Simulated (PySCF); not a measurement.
Computed with B3LYP-D3(BJ)/def2-TZVP (PySCF). All species are isolated molecules in the gas phase. B3LYP has the VWN-RPA correlation part, as in Gaussian. Excitations are Tamm–Dancoff values on a coarser integration grid. The basis has no diffuse functions, so Rydberg states are missing or too high.

Reference species (SMILES): `BrB(Br)Br` (neutral, multiplicity 1).

The S1 excitation (TDA) is 4.58 eV. The brightest of the four lowest singlets (TDA) is 5.89 eV.

Changed species: `BrB(I)I` (2 of 3 Br replaced by I; the reference has 0 of 3 Br replaced by I).

Problem. What does the change do to the S1 excitation (TDA) and brightest of the four lowest singlets (TDA)?

Solution. the S1 excitation (TDA) drops by 0.87 eV, to 3.71 eV; the brightest of the four lowest singlets (TDA) falls by 1.21 eV, to 4.68 eV.
